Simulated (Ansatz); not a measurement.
`F[SiH]1C=CC1` + H₂ → `C1=C[SiH2]C1` + H–F  (hydrogenolysis of the Si–F bond)

Program: Ansatz. Geometries: PBE0-D4/def2-TZVP. ΔE: electronic, gas phase. CCSD(T)/CBS is the MP2 limit (def2-TZVPP, def2-QZVPP) plus CCSD(T) − MP2 in def2-TZVPP, frozen cores. This one scheme is used for every species. DFT in def2-TZVPP.

```json
{"level": "PBE", "ΔE (eV)": "1.24"}
{"level": "MP2/def2-TZVPP", "ΔE (eV)": "1.33"}
```

(1) What does CCSD(T)/CBS give? (An estimate is asked.)

Largest T1 diagnostic among the species: 0.012.

Results:

(1) Ansatz gave: +1.29 eV. The listed levels differ from it by -0.05, 0.04 eV.
